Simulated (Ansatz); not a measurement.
`C=CCBr` + HBr → `BrCBr` + ethylene  (substitution at a C–C bond)

Calculated with Ansatz (gas phase, PBE0-D4/def2-TZVP geometries, no zero-point term in ΔE). CCSD(T)/CBS is the MP2 limit (def2-TZVPP, def2-QZVPP) plus CCSD(T) − MP2 in def2-TZVPP, frozen cores. This one scheme is used for every species. DFT in def2-TZVPP. HSE06 is defined as in plane-wave codes. For Br outer-core shells are correlated without core-valence functions, which leaves a few kJ/mol of doubt a bond. Scalar relativity is left out up to krypton. Each species was taken in one conformer, which may not be the lowest.

`C=CCBr`:

Cartesian coordinates in Å:
```
C 0.946 0.972 -0.454
C 0.466 -0.241 -0.219
C -0.755 -0.494 0.575
Br -2.152 -1.308 -0.537
H 1.854 1.120 -1.025
H 0.445 1.861 -0.082
H 0.976 -1.117 -0.611
H -1.186 0.421 0.977
H -0.594 -1.213 1.376
```

HBr:

Cartesian coordinates in Å:
```
Br 0.035 0.698 0.129
H -0.035 -0.698 -0.129
```

`BrCBr`:

```xyz
5

Br   -0.900    1.490    0.569
C     0.152   -0.043    0.081
Br   -0.594   -1.067   -1.365
H     0.215   -0.691    0.948
H     1.127    0.311   -0.233
```

`C=C`:

```xyz
6

C    -0.098   -0.459    0.466
C     0.098    0.460   -0.466
H    -1.031   -1.007    0.538
H     0.667   -0.703    1.195
H     1.031    1.007   -0.538
H    -0.667    0.703   -1.195
```

| level | ΔE (eV) |
| --- | --- |
| ωB97M-V | 0.46 |
| HSE06 | 0.47 |

(1) What does CCSD(T)/CBS give? (Estimate.)

Largest T1 diagnostic among the species: 0.011.

Answers

(1) The calculation gave: +0.46 eV. The listed levels differ from it by 0.00, 0.01 eV.

From PBE to PBE0 (25 % exact exchange), in def2-TZVPP and without D4, ΔE moves by +0.04 eV. At CCSD(T), def2-SVP lies +0.17 eV from the extrapolated value and def2-TZVPP +0.01 eV.
